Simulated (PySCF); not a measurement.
Mapped SMILES: `[CH3:1][SiH2:2][O:3][SiH2:4][O:5][SiH3:6]`. Each H is labelled by its parent atom.

[PySCF 2.14.0 with density-fitted response routines: geometry: PBE0-D3(BJ)/def2-SVP; shieldings: GIAO PBE0/pcSseg-1; rapidly exchanging positions averaged; in vacuum; no relativistic terms; single conformer]

Shifts are taken against calculated references (same method and geometry level): TMS for ¹³C (184.41 ppm), ¹H (31.27 ppm), ²⁹Si (351.99 ppm); ¹⁷O (334.56 ppm) vs H2O.

```json
{"atoms": "H(Si2)", "nucleus": "¹H", "count": "2", "Hirshfeld charge": "-0.08", "δ (ppm)": "5.22"}
{"atoms": "H(Si4)", "nucleus": "¹H", "count": "2", "Hirshfeld charge": "-0.08", "δ (ppm)": "4.95"}
{"atoms": "Si4", "nucleus": "²⁹Si", "count": "1", "Hirshfeld charge": "0.46", "δ (ppm)": "-41.4"}
{"atoms": "C1", "nucleus": "¹³C", "count": "1", "Hirshfeld charge": "-0.21", "δ (ppm)": "-0.3"}
{"atoms": "H(Si6)", "nucleus": "¹H", "count": "3", "Hirshfeld charge": "-0.08", "δ (ppm)": "5.12"}
{"atoms": "O5", "nucleus": "¹⁷O", "count": "1", "Hirshfeld charge": "-0.31", "δ (ppm)": "?"}
{"atoms": "H(C1)", "nucleus": "¹H", "count": "3", "Hirshfeld charge": "0.05", "δ (ppm)": "?"}
{"atoms": "O3", "nucleus": "¹⁷O", "count": "1", "Hirshfeld charge": "-0.31", "δ (ppm)": "61.4"}
{"atoms": "Si2", "nucleus": "²⁹Si", "count": "1", "Hirshfeld charge": "0.41", "δ (ppm)": "-17.1"}
{"atoms": "Si6", "nucleus": "²⁹Si", "count": "1", "Hirshfeld charge": "0.39", "δ (ppm)": "?"}
```

Fill in the missing shifts.

Results:


- H(C1): 0.43 ppm, hydrogen on a methyl carbon bonded to Si; an electropositive neighbour shields it, as in TMS itself
- Si6: -38.8 ppm, silicon bonded to O, 3 H
- O5: 39.2 ppm, oxygen bonded to 2 Si

Shifts are as computed. Against solution values, carbons near 30 ppm lie about +2 ppm off and those near 130 ppm about +5 ppm. Of 1211 compounds with measured shifts, 218 miss one by over three times the rms of a fit or turn the order of signals round; such compounds aren't used in these exercises. Experimental scales use liquid or dissolved standards, which lie at an offset from isolated H2O (liquid H2O: subtract about 36 ppm).
